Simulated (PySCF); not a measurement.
Below is a simulated gas-phase C 1s photoelectron spectrum of `O[SiH](O)C1=CC1`.

Every computed line was given a Gaussian of 1.0 eV full width at half maximum and an area set by the number of equivalent atoms; the highest printed point is 100. Theory: delta-SCF UKS SCAN, pcX-2 on the ionised atom, pcseg-1 elsewhere, spin-free X2C (PySCF).

```
binding energy (eV)  intensity
              288.8          0
              288.9          0
              289.0          1
              289.1          1
              289.2          2
              289.3          3
              289.4          6
              289.5          9
              289.6         14
              289.7         21
              289.8         29
              289.9         39
              290.0         51
              290.1         63
              290.2         74
              290.3         85
              290.4         93
              290.5         99
              290.6        100
              290.7         97
              290.8         90
              290.9         80
              291.0         68
              291.1         55
              291.2         42
              291.3         31
              291.4         22
              291.5         14
              291.6          9
              291.7          5
              291.8          3
              291.9          2
              292.0          1
              292.1          0
              292.2          0
```

Problem. Count the maxima, the lines and the sites behind this envelope.

Solution. The curve has 1 maximum (at 290.6 eV). Under it lie 3 lines from 3 inequivalent carbon sites. At this width some lines have no maximum of their own.

Problem. Decompose the envelope and assign each component. Numbering: `[OH:1][SiH:2]([OH:3])[C:4]1=[CH:5][CH2:6]1`.

Solution. 
```json
{"position (eV)": "290.25", "relative area": "1", "line": "C 1s", "atoms": "C4", "environment": "fully substituted alkene carbon"}
{"position (eV)": "290.69", "relative area": "1", "line": "C 1s", "atoms": "C5", "environment": "alkene CH carbon"}
{"position (eV)": "290.74", "relative area": "1", "line": "C 1s", "atoms": "C6", "environment": "allylic carbon"}
```

Problem. What are the centre and the root-mean-square width of the whole band?

Solution. The area-weighted mean of the lines is 290.56 eV. Their own spread about it is 0.22 eV (rms) and each Gaussian has σ = 1.0/2.355 = 0.42 eV; the variances add, which gives 0.48 eV.

The listed C 1s values span 0.49 eV, from C4 (bonded to C (double bond), C and Si) to C6 (bonded to 2 C and 2 H).

The curve has no shake-up lines and no vibrational structure. One conformer (not necessarily the lowest) at the GFN2-xTB geometry, without solvent, vibrations or thermal averaging.

The values belong to the conformer `[OH:1][SiH:2]([OH:3])[C:4]1=[CH:5][CH2:6]1`: O1–Si2–C4–C5 15°, H–O1–Si2–O3 -176°, H–O3–Si2–O1 30°.
